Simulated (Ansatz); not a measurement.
Relaxation of CH₇NSn (10 atoms, charge 0, multiplicity 1), to a largest force component of 0.015 eV/Å in at most 40 steps.

These are results of Ansatz 0.2.0, RKS B3LYP/def2-SVP, not measurements.

```xyz
10
Properties=species:S:1:pos:R:3
C -1.299 0.674 -0.580
Sn 0.125 -0.740 -0.049
N 1.446 0.116 1.240
H -2.000 0.274 -1.299
H -0.849 1.576 -1.097
H -1.879 1.079 0.318
H 0.995 -1.276 -1.481
H -0.614 -2.081 0.721
H 1.180 1.111 1.431
H 1.358 -0.380 2.191
```

Where does it end, and by what steps?

The forces met the threshold. The force dipped under the threshold on the way, but the program's further checks kept it going. After 23 steps the energy has fallen by 0.270 eV; H10 moved furthest, 0.99 Å.

```json
{"step": "0", "energy less start (eV)": "0.0000", "largest force component (eV/Å)": "2.578", "accepted": "yes"}
{"step": "1", "energy less start (eV)": "-0.2006", "largest force component (eV/Å)": "0.813", "accepted": "yes"}
{"step": "2", "energy less start (eV)": "-0.2273", "largest force component (eV/Å)": "0.339", "accepted": "yes"}
{"step": "3", "energy less start (eV)": "-0.2329", "largest force component (eV/Å)": "0.038", "accepted": "yes"}
{"step": "4", "energy less start (eV)": "-0.2333", "largest force component (eV/Å)": "0.018", "accepted": "yes"}
{"step": "5", "energy less start (eV)": "-0.2335", "largest force component (eV/Å)": "0.013", "accepted": "yes"}
{"step": "6", "energy less start (eV)": "-0.2338", "largest force component (eV/Å)": "0.050", "accepted": "yes"}
{"step": "7", "energy less start (eV)": "-0.2107", "largest force component (eV/Å)": "1.011", "accepted": "no"}
{"step": "8", "energy less start (eV)": "-0.2363", "largest force component (eV/Å)": "0.080", "accepted": "yes"}
{"step": "9", "energy less start (eV)": "-0.2383", "largest force component (eV/Å)": "0.242", "accepted": "yes"}
{"step": "10", "energy less start (eV)": "-0.2318", "largest force component (eV/Å)": "0.779", "accepted": "no"}
{"step": "11", "energy less start (eV)": "-0.2416", "largest force component (eV/Å)": "0.082", "accepted": "yes"}
{"step": "12", "energy less start (eV)": "-0.2466", "largest force component (eV/Å)": "0.063", "accepted": "yes"}
{"step": "13", "energy less start (eV)": "-0.2507", "largest force component (eV/Å)": "0.329", "accepted": "yes"}
{"step": "14", "energy less start (eV)": "-0.2481", "largest force component (eV/Å)": "0.680", "accepted": "no"}
{"step": "15", "energy less start (eV)": "-0.2575", "largest force component (eV/Å)": "0.081", "accepted": "yes"}
{"step": "16", "energy less start (eV)": "-0.2624", "largest force component (eV/Å)": "0.054", "accepted": "yes"}
{"step": "17", "energy less start (eV)": "-0.2633", "largest force component (eV/Å)": "0.365", "accepted": "yes"}
{"step": "18", "energy less start (eV)": "-0.2689", "largest force component (eV/Å)": "0.034", "accepted": "yes"}
{"step": "19", "energy less start (eV)": "-0.2698", "largest force component (eV/Å)": "0.014", "accepted": "yes"}
{"step": "20", "energy less start (eV)": "-0.2668", "largest force component (eV/Å)": "0.354", "accepted": "no"}
{"step": "21", "energy less start (eV)": "-0.2699", "largest force component (eV/Å)": "0.061", "accepted": "yes"}
{"step": "22", "energy less start (eV)": "-0.2701", "largest force component (eV/Å)": "0.033", "accepted": "yes"}
{"step": "23", "energy less start (eV)": "-0.2702", "largest force component (eV/Å)": "0.003", "accepted": "yes"}
```

```xyz
10
Properties=species:S:1:pos:R:3
C -1.365 0.746 -0.713
Sn 0.043 -0.716 0.038
N 1.341 0.311 1.280
H -2.048 0.279 -1.439
H -0.814 1.560 -1.206
H -1.958 1.163 0.114
H 1.040 -1.353 -1.215
H -0.795 -2.016 0.827
H 0.889 0.645 2.133
H 2.129 -0.266 1.578
```

Run time: 86 s on 1 thread of Arm Neoverse V2 (shared host), peak memory 0.18 GiB.
